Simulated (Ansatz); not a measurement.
C3H9BO, singlet, geometry from GFN2-xTB, atoms displaced at random by about 0.08 Å a coordinate; R2SCAN/6-31G, gradient run with Ansatz (a program for electronic structure).

The Ansatz input:
Ansatz 0.2 input:
```yaml
crystal:
  periodic: [false, false, false]
  atoms:
    - {symbol: B, position_ang: [-0.43701734, 0.99560255, 0.46976934]}
    - {symbol: H, position_ang: [-1.40435700, 1.24883981, 1.18324945]}
    - {symbol: O, position_ang: [0.42974564, 1.81521509, 0.39829463]}
    - {symbol: H, position_ang: [1.21596190, 1.79012474, -0.06959520]}
    - {symbol: C, position_ang: [-0.28458983, -0.50127833, -0.37297923]}
    - {symbol: C, position_ang: [-0.65149245, -1.62950817, 0.66025876]}
    - {symbol: C, position_ang: [0.83210660, -0.70197826, -1.38446401]}
    - {symbol: H, position_ang: [-1.20456281, -0.49384660, -1.01409603]}
    - {symbol: H, position_ang: [-0.39841394, -2.51562518, -0.03978675]}
    - {symbol: H, position_ang: [0.23095598, -1.60872803, 1.25870934]}
    - {symbol: H, position_ang: [-1.49557146, -1.68523154, 1.04834306]}
    - {symbol: H, position_ang: [1.01367027, 0.21908703, -1.74958765]}
    - {symbol: H, position_ang: [0.79947648, -1.31130988, -1.73471566]}
    - {symbol: H, position_ang: [1.75234438, -0.38187449, -0.47700710]}
basis:
  gaussian:
    orbitals: 6-31G
hamiltonian:
  xc: r2scan
output: {forces: true}
```

Question: Write the output that Ansatz gives for this input, abridged.

Answer: 
```
Functional definition: r2SCAN
870 factors; integrals over basis functions are off by at most 2.5e-4 eV
mean field evaluation 1: about -5954.1071 eV, gradient 7.4e1 eV
mean field evaluation 2: about -5944.3990 eV, gradient 9.7e1 eV
mean field evaluation 4: about -5966.8864 eV, gradient 5.0e0 eV
mean field evaluation 8: about -5966.9243 eV, gradient 1.2e-1 eV
mean field -5966.92435081 eV, -219.2804253655 hartree, gradient 4.4e-5 eV, S^2 0.000000; 0 other end points of the search recorded, 0 dependent functions left out
the calculation of the forces begins
reference -5966.92435771 eV, -219.2804256191 hartree; 20, 20 occupied and 43, 43 virtual orbitals, 870 factors
Total energy: -5966.92435771 eV, -219.2804256191 hartree
Atom 0 at    -0.437017     0.995603     0.469769 Å, force    -7.854171    -9.531665    -0.390221 eV/Å
Atom 1 at    -1.404357     1.248840     1.183249 Å, force     0.283582    -0.427938    -0.393298 eV/Å
Atom 2 at     0.429746     1.815215     0.398295 Å, force     5.843514     8.502830     1.029616 eV/Å
Atom 3 at     1.215962     1.790125    -0.069595 Å, force     2.764042    -0.080011    -1.617837 eV/Å
Atom 4 at    -0.284590    -0.501278    -0.372979 Å, force    -4.857406     2.360369     0.493716 eV/Å
Atom 5 at    -0.651492    -1.629508     0.660259 Å, force    10.767429    -1.024069    -7.264308 eV/Å
Atom 6 at     0.832107    -0.701978    -1.384464 Å, force     3.990403    41.192779    30.825813 eV/Å
Atom 7 at    -1.204563    -0.493847    -1.014096 Å, force    -0.176290     0.307577     0.091046 eV/Å
Atom 8 at    -0.398414    -2.515625    -0.039787 Å, force    -1.034804     0.268165     1.443562 eV/Å
Atom 9 at     0.230956    -1.608728     1.258709 Å, force     0.276265    -0.387325     1.788876 eV/Å
Atom 10 at    -1.495571    -1.685232     1.048343 Å, force    -7.948928    -0.055647     3.726223 eV/Å
Atom 11 at     1.013670     0.219087    -1.749588 Å, force    -0.124731     2.695705    -3.108899 eV/Å
Atom 12 at     0.799476    -1.311310    -1.734716 Å, force    -0.934725   -41.288102   -24.070520 eV/Å
Atom 13 at     1.752344    -0.381874    -0.477007 Å, force    -0.994178    -2.532667    -2.553769 eV/Å
Dipole moment:     0.311798     0.021676    -0.266434 e Å
```
